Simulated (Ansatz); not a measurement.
Diatomic MgN, multiplicity 4 (lowest of 2S+1 = 2, 4 at CCSD(T)/def2-TZVPP on PBE0 minima; our sources give no spin for the ground state, which may be another).

```json
[
 {"level": "SVWN5/def2-TZVPP", "bond energy D_e (kcal/mol)": "28.48", "minus CCSD(T)/def2-QZVPP": "16.49"},
 {"level": "PBE/def2-TZVPP", "bond energy D_e (kcal/mol)": "24.91", "minus CCSD(T)/def2-QZVPP": "12.93"},
 {"level": "r2SCAN/def2-TZVPP", "bond energy D_e (kcal/mol)": "21.89", "minus CCSD(T)/def2-QZVPP": "9.90"},
 {"level": "B97M-V/def2-TZVPP", "bond energy D_e (kcal/mol)": "19.99", "minus CCSD(T)/def2-QZVPP": "8.00"},
 {"level": "B3LYP/def2-TZVPP", "bond energy D_e (kcal/mol)": "19.45", "minus CCSD(T)/def2-QZVPP": "7.46"},
 {"level": "PBE0/def2-TZVPP", "bond energy D_e (kcal/mol)": "19.27", "minus CCSD(T)/def2-QZVPP": "7.28"},
 {"level": "BHLYP/def2-TZVPP", "bond energy D_e (kcal/mol)": "13.29", "minus CCSD(T)/def2-QZVPP": "1.30"},
 {"level": "CAM-B3LYP/def2-TZVPP", "bond energy D_e (kcal/mol)": "18.60", "minus CCSD(T)/def2-QZVPP": "6.61"},
 {"level": "wB97X-V/def2-TZVPP", "bond energy D_e (kcal/mol)": "17.69", "minus CCSD(T)/def2-QZVPP": "5.70"},
 {"level": "wB97M-V/def2-TZVPP", "bond energy D_e (kcal/mol)": "13.96", "minus CCSD(T)/def2-QZVPP": "1.97"},
 {"level": "B2PLYP/def2-TZVPP", "bond energy D_e (kcal/mol)": "15.54", "minus CCSD(T)/def2-QZVPP": "3.55"},
 {"level": "CCSD/def2-TZVPP", "bond energy D_e (kcal/mol)": "6.93", "minus CCSD(T)/def2-QZVPP": "-5.06"},
 {"level": "CCSD/def2-QZVPP", "bond energy D_e (kcal/mol)": "9.79", "minus CCSD(T)/def2-QZVPP": "-2.20"},
 {"level": "CCSD(T)/def2-TZVPP", "bond energy D_e (kcal/mol)": "8.90", "minus CCSD(T)/def2-QZVPP": "-3.09"},
 {"level": "CCSD(T)/def2-QZVPP", "bond energy D_e (kcal/mol)": "11.99", "minus CCSD(T)/def2-QZVPP": "0.00"}
]
```

 The comparison column counts from a level with limits of its own.

The rows run from 6.93 (CCSD/def2-TZVPP) to 28.48 kcal/mol (SVWN5/def2-TZVPP). From def2-TZVPP to def2-QZVPP CCSD(T) changes by 3.09. The 11 functionals in def2-TZVPP without D3 or D4 span 15.19, from BHLYP to SVWN5.

D_e counts from the fitted minimum to each atom's lowest state at the same level, without counterpoise.

Correlated levels freeze the inner cores; with def2 sets outer-core shells near the valence are correlated too.

Run with Ansatz (Gaussian orbitals).

Ansatz is a program for electronic structure.
